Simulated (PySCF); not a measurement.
Simulation results for AlBFHO, BClF

Computed with PySCF 2.14.0. Calculation on a computer-drawn molecule: the log of a Hartree-Fock and frozen-core CCSD(T) single point meant for a local Hartree-Fock minimum, with one planted fault or none, to be diagnosed. Offsets are logged minus clean, where the clean run is the same molecule without the fault. The reference is restricted for singlets and unrestricted otherwise, and also for a bond in bohr or an excited solution. Adding or removing an electron swaps singlet and doublet. The excited solution moves the top pair (singlet) or top alpha electron (doublet) to the lowest empty orbital. Highest occupied and lowest empty are orbital energies over both spins, largest force is the largest gradient component, triples share is (T) over the correlation energy, the T1 limit is 0.02 restricted and 0.045 unrestricted, electrons count all cores, a negative frequency is imaginary (commonest isotopes), and the dipole is about the centre of nuclear charge.

Common to all runs: meant multiplicity 1; meant basis cc-pV(D+d)Z; logged SCF converged yes; logged CC converged yes; logged SCF stable within its kind yes; possible faults no fault, one electron removed, one electron added, multiplicity raised by two, geometry at a saddle point, SCF held on an excited solution, minimal basis STO-3G, one bond length entered in bohr, all coordinates scaled.

(1) AlBFHO

Logged structure:
```xyz
5
AlBFHO
F     -0.6358     0.8670     0.9327
B     -0.5270     0.1500    -0.1916
O     -1.5277    -0.6476    -0.5630
Al    -2.8932    -1.6253    -0.9126
H      0.4863     0.2656    -0.8184
```

- meant charge: 0
- logged electrons: 36
- logged basis functions: 70
- logged spin squared: 2.0014
- logged highest occupied: -6.5307 eV
- logged lowest empty: -0.58501 eV
- logged largest force: 0.007493 hartree/bohr
- logged T1 diagnostic: 0.01759
- logged D1 diagnostic: 0.05621
- logged triples share: 0.022209
- logged dipole magnitude: 2.7133 debye
- logged energy HF: -441.5738 hartree
- logged energy CCSD(T): -442.06932 hartree
- planted fault: ?

Drawn bonds:
```
atom  other atom  order
   1           2      1
   2           3      1
   3           4      1
   2           5      1
```

(2) BClF

Logged structure:
```xyz
3
BClF
F     -2.0995     0.9310     0.9926
B     -1.5141     1.1576    -0.0290
Cl    -0.7473     1.4544    -1.3673
```

* meant charge: 1
* logged electrons: 30
* logged basis functions: 51
* logged spin squared: 0
* logged highest occupied: -21.926 eV
* logged lowest empty: -3.7857 eV
* logged largest force: 0.039868 hartree/bohr
* logged T1 diagnostic: 0.015311
* logged D1 diagnostic: 0.040592
* logged triples share: 0.026115
* logged dipole magnitude: 0.05769 debye
* logged energy HF: -583.38125 hartree
* logged energy CCSD(T): -583.79486 hartree
* planted fault: ?

Drawn bonds:
```
atom  other atom  order
   1           2      1
   2           3      1
```

To be estimated
1. AlBFHO (entry 1): planted fault?
2. Give the missing planted fault for BClF (entry 2).

Answers
1. multiplicity raised by two
2. all coordinates scaled, by -2.4 %

Further results for AlBFHO (entry 1):

* HF energy offset from clean run: 53.5 kcal/mol
* CCSD(T) energy offset from clean run: 73.3 kcal/mol

Further results for BClF (entry 2):

- HF energy offset from clean run: 1.612 kcal/mol
- CCSD(T) energy offset from clean run: 3.22 kcal/mol
